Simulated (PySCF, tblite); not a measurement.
Species: C5H9NO2.
Z-matrix (Å and degrees, GFN2-xTB geometry), rows numbered from 1:
```
C 
C   1  1.3225
C   2  1.5110  1  122.11
O   3  1.4183  2  112.18  1  -107.25
C   2  1.5075  1  122.71  3  -177.46
N   5  1.4500  2  111.16  1   116.46
C   6  1.3417  5  122.10  2  -119.80
O   7  1.2066  6  125.62  5    -4.61
H   1  1.0763  2  121.65  3   178.29
H   1  1.0780  2  121.94  3    -2.57
H   3  1.0973  2  110.20  1    16.08
H   3  1.0936  2  110.23  1   136.01
H   4  0.9638  3  108.46  2    63.53
H   5  1.0978  2  109.36  1  -122.99
H   5  1.0921  2  111.12  1    -2.49
H   6  1.0104  5  116.17  2    49.68
H   7  1.1069  6  111.72  5   176.68
```

Computed, not measured: B3LYP/def2-SVPD in PySCF (dipole) on a GFN2-xTB geometry, gas phase.

Masses are those of the commonest isotopes; rigid-rotor values at the optimised geometry. The values belong to one conformer with, in the numbering `[CH2:1]=[C:2]([CH2:3][OH:4])[CH2:5][NH:6][CH:7]=[O:8]`, C1–C2–C3–O4 -107°, C2–C3–O4–H 64°, C1–C2–C5–N6 116°, C2–C5–N6–C7 -120°, C5–N6–C7–O8 -5°.

(1) What are A, B and C (cm⁻¹)?

(2) What kind of rotor is it?

(3) What does the inertial defect say?

(4) Predict some low-J microwave lines.

(5) Estimate the classical rotational partition function at 50 K, 100 K and 298.15 K.

## Answers

(1) Ia = 152.03, Ib = 386.91, Ic = 477.47 u·Å²; 505379 MHz·u·Å²/I gives 3324, 1306 and 1058 MHz, that is A = 0.11088, B = 0.04357, C = 0.03531 cm⁻¹.

(2) An asymmetric top: κ = (2 × 1306 − 3324 − 1058)/(3324 − 1058) = -0.78.

(3) Not planar: Δ = Ic − Ia − Ib = -61.47 u·Å². For a rigid frame Δ = −2 Σ m c², so Σ m c² = 30.74 u·Å² lies off the ab plane: 10.05 from hydrogen and 20.69 from heavier atoms. The atom farthest from that plane is 1.94 Å away.

(4) The dipole components are |μa| = 3.89 D, |μb| = 0.66 D, |μc| = 0.01 D. Intensities carry the squares of the components, which stand as 1.00 : 0.03 : 0.00 (a : b : c). Some lines, for components of 0.1 D or more:

```csv
type,branch,"J(Ka,Kc)",MHz,lower level (cm⁻¹)
b,Q,"2(1,1) ← 2(0,2)",2535,0.236
b,R,"2(0,2) ← 1(1,1)",2690,0.146
b,Q,"3(1,2) ← 3(0,3)",2977,0.470
a,R,"2(1,2) ← 1(1,1)",4482,0.146
a,R,"2(0,2) ← 1(0,1)",4708,0.079
b,R,"3(0,3) ← 2(1,2)",5218,0.296
b,Q,"2(2,0) ← 2(1,1)",6075,0.320
a,R,"3(1,3) ← 2(1,2)",6710,0.296
b,Q,"2(2,1) ← 2(1,2)",6797,0.296
a,R,"3(0,3) ← 2(0,2)",7009,0.236
a,R,"3(2,2) ← 2(2,1)",7094,0.522
a,R,"3(2,1) ← 2(2,0)",7179,0.523
a,R,"3(1,2) ← 2(1,1)",7452,0.320
b,R,"3(1,3) ← 2(0,2)",8501,0.236
b,Q,"3(3,1) ← 3(2,2)",10722,0.759
b,R,"2(2,0) ← 1(1,1)",11300,0.146
b,R,"3(2,1) ← 2(1,2)",13997,0.296
b,R,"3(3,1) ← 2(2,0)",17794,0.523
b,R,"3(3,0) ← 2(2,1)",17817,0.522
```

(5) Point group C1, symmetry number σ = 1; q = (√π/σ)·√((kT/h)³/(ABC)), k/h = 20836.6 MHz/K: 27800 at 50 K, 78600 at 100 K, 405000 at 298.15 K.

Its GFN2-xTB frequencies are all real (lowest 36 cm⁻¹). Zero-point vibration and centrifugal distortion are left out. Quadrupole hyperfine structure (14N) is left out.
